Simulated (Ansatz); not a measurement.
Consider the ligand exchange at the In–Br bond: `[Br][InH][Br]` + NH₃ → `[NH2][InH][Br]` + HBr.

Computed with Ansatz on PBE0-D4/def2-TZVP structures; ΔE is electronic, products minus reactants. CCSD(T)/CBS adds triple-zeta CCSD(T) − MP2 to the extrapolated MP2 energy (def2 sets, frozen cores). This one scheme is used for every species. DFT in def2-TZVPP. Elements past krypton have def2 core potentials. For Br, In outer-core shells are correlated without core-valence functions, which leaves a few kJ/mol of doubt a bond. Scalar relativity is left out up to krypton. One conformer a species, not always the lowest.

CCSD(T)/CBS gives +1.24 eV.

(1) Another level gave +1.30 eV. Which?
A. ωB97X-V/def2-TZVPP
B. LDA (SPW92)/def2-TZVPP
C. BHLYP-D4/def2-TZVPP
D. B97M-V/def2-TZVPP

Largest T1 diagnostic among the species: 0.013.

Answers

(1) D. B97M-V 1.30, LDA (SPW92) 1.13, ωB97X-V 1.24, BHLYP-D4 1.36 eV.

From PBE to PBE0 (25 % exact exchange), in def2-TZVPP and without D4, ΔE moves by +0.07 eV. Leaving LDA and LC-ωPBE aside and taking each functional with its dispersion term where it has one, the values, not all of them listed here, spread over 0.15 eV, from BLYP-D4 to BHLYP-D4. LDA lies −0.10 eV from PBE without D4. In def2-TZVPP, CCSD(T) changes the Hartree–Fock value by −0.26 eV (the triples alone add −0.02 eV) and MP2 by −0.24 eV.
